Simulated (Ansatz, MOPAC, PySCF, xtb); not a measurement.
Potential energy surface of Cl2Mg, singlet: symmetric bend, bond length relaxed. Scanned: Cl-Mg-Cl angle. Other coordinates (Mg-Cl bond length) were minimised at B3LYP/def2-TZVP.

GFN1-xTB (xtb); RKS-B3LYP/6-31G* = PySCF 2.14.0 with restricted B3LYP/6-31G*, spherical d; AM1, restricted, heats of formation (MOPAC); CCSD(T)/aug-cc-pVQZ = CCSD(T) on RHF/aug-cc-pVQZ, frozen core (Ansatz, an electronic-structure program).

Energies relative to the lowest point of each profile, in eV; the last columns give the difference from CCSD(T):

```
a / °  GFN1-xTB  RKS-B3LYP/6-31G*    AM1  CCSD(T)/aug-cc-pVQZ  GFN1-xTB − CCSD(T)/aug-cc-pVQZ  RKS-B3LYP/6-31G* − CCSD(T)/aug-cc-pVQZ  AM1 − CCSD(T)/aug-cc-pVQZ
-----  --------  ----------------  -----  -------------------  ------------------------------  --------------------------------------  -------------------------
180       0.000             0.000  0.000                0.000                           0.000                                   0.000                      0.000
167       0.007             0.026  0.018                0.024                          -0.017                                   0.002                     -0.006
157       0.024             0.082  0.058                0.076                          -0.051                                   0.006                     -0.018
147       0.051             0.167  0.122                0.158                          -0.107                                   0.010                     -0.036
137       0.089             0.285  0.213                0.272                          -0.184                                   0.013                     -0.060
127       0.141             0.440  0.334                0.424                          -0.283                                   0.016                     -0.090
117       0.215             0.638  0.493                0.619                          -0.404                                   0.019                     -0.126
107       0.324             0.894  0.699                0.871                          -0.547                                   0.023                     -0.171
97        0.492             1.231  0.973                1.204                          -0.712                                   0.027                     -0.231
87        0.772             1.702  1.360                1.670                          -0.898                                   0.031                     -0.310
80        1.083             2.161  1.757                2.128                          -1.044                                   0.033                     -0.371
```

GFN1-xTB is furthest from CCSD(T)/aug-cc-pVQZ at 80 (-1.044 eV, below); its mean absolute difference over the points is 0.386 eV.

RKS-B3LYP/6-31G* is furthest from CCSD(T)/aug-cc-pVQZ at 80 (0.033 eV, above); its mean absolute difference over the points is 0.016 eV.

AM1 is furthest from CCSD(T)/aug-cc-pVQZ at 80 (-0.371 eV, below); its mean absolute difference over the points is 0.129 eV.
